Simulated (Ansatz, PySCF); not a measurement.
Pair of molecules: HCl (SMILES Cl) (first 2 atoms) with C2H2 (SMILES C#C); geometry from B3LYP-D3(BJ)/def2-TZVP, rigid monomers moved along the line of their centres of mass till H2···C4 is 2.16 Å.
(charge 0, multiplicity 1):
| atom | x (Å) | y (Å) | z (Å) |
|---|---|---|---|
| Cl | -0.1177 | 0.5380 | -0.4665 |
| H | -0.1237 | 0.3436 | 0.8106 |
| C | -0.5512 | -0.3842 | 2.7983 |
| C | 0.2950 | 0.4539 | 2.9254 |
| H | -1.3026 | -1.1289 | 2.6899 |
| H | 1.0464 | 1.1974 | 3.0421 |

Quantity: the interaction energy.

Monomers are frozen at their geometry in the pair; levels with a basis set take the counterpoise correction.

Correlated levels freeze the cores. CBS(a, b) extrapolates the correlation energy as X⁻³ and adds the Hartree–Fock energy of set b.

Programs: Ansatz (an electronic-structure program) with Gaussian orbitals; PySCF for the dispersion terms. 

Costs are ratios of core time to PBE/def2-TZVPPD (roughly 2.3 s), for whole runs (searches for the state included, and forces where a run took them) on one shared machine, so rough; each difference counts from -93.6 meV (CCSD(T)/CBS(aug-cc-pV(D+d)Z, aug-cc-pV(T+d)Z), a level with limits of its own).

A star marks coupled-cluster runs past 200 virtual orbitals, where the program's memory plan changes under this machine's limit, so their costs aren't comparable with smaller runs.

```csv
level,basis functions,cost,difference (meV)
PBE/def2-TZVPPD,176,×1,-13.9
PBE-D3(BJ)/def2-TZVPPD,176,×1,-58.4
r2SCAN/def2-TZVPPD,176,×2,-26.5
r2SCAN-D3(BJ)/def2-TZVPPD,176,×2,-41.1
PBE0/def2-TZVPPD,176,×2,-7.8
PBE0-D3(BJ)/def2-TZVPPD,176,×2,-48.9
B3LYP/def2-TZVPPD,176,×2,48.0
B3LYP-D3(BJ)/def2-TZVPPD,176,×2,-27.5
wB97X-V/def2-TZVPPD,176,×3,-4.4
wB97M-V/def2-TZVPPD,176,×4,-2.7
CCSD(T)/aug-cc-pV(D+d)Z,105,×5,58.6
CCSD(T)/aug-cc-pV(T+d)Z,216,×50*,16.3
```

With a budget of 10 times the cost of PBE/def2-TZVPPD, the closest level: wB97M-V/def2-TZVPPD, at -2.7 meV; next is wB97X-V/def2-TZVPPD at -4.4 meV.

With a budget of 30 times the cost of PBE/def2-TZVPPD, the closest level: wB97M-V/def2-TZVPPD, at -2.7 meV; next is wB97X-V/def2-TZVPPD at -4.4 meV.
